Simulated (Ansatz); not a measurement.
Consider the ligand exchange at a Ga–C bond: `C=[CH][Ga]([Cl])[Cl]` + `N=C=O` → `O=C=[N][Ga]([Cl])[Cl]` + `C=C`.

Calculated with Ansatz (gas phase, PBE0-D4/def2-TZVP geometries, no zero-point term in ΔE). CBS: MP2 limit from def2 TZ/QZ plus the TZ coupled-cluster correction, frozen cores. This one scheme is used for every species. Functionals use def2-TZVPP. B3LYP here is the variant with VWN-RPA as its local correlation; programs differ in this. For Ga outer-core shells are correlated without core-valence functions, which leaves a few kJ/mol of doubt a bond. Scalar relativity is left out up to krypton. One conformer a species, not always the lowest.

CCSD(T)/CBS gives -59.8 kJ/mol.

(1) Another level gave -60.6 kJ/mol. Which?
A. B3LYP/def2-TZVPP
B. CCSD(T)/def2-TZVPP
C. PBE0-D4/def2-TZVPP
D. PBE/def2-TZVPP

(2) What do rigid-rotor, harmonic-oscillator terms from PBE0-D4/def2-TZVP frequencies (298.15 K, 1 bar) make of the CCSD(T)/CBS value? (An estimate is asked.)

Largest T1 diagnostic among the species: 0.018.

Answers

(1) A. B3LYP -60.6, PBE -50.0, PBE0-D4 -56.3, CCSD(T)/def2-TZVPP -64.9 kJ/mol.

(2) The calculation gave: ΔZPE = +2.7 kJ/mol, ΔH = -56.9 kJ/mol, ΔS = -2 J/(mol·K), ΔG = -56.2 kJ/mol. Modes under 50 cm⁻¹ make the entropy rough.

From BLYP to BHLYP (50 % exact exchange), in def2-TZVPP and without D4, ΔE moves by −14.3 kJ/mol. Leaving LDA and LC-ωPBE aside and taking each functional with its dispersion term where it has one, the values, not all of them listed here, spread over 18.8 kJ/mol, from BHLYP-D4 to PBE-D4. LDA lies +5.0 kJ/mol from PBE without D4.
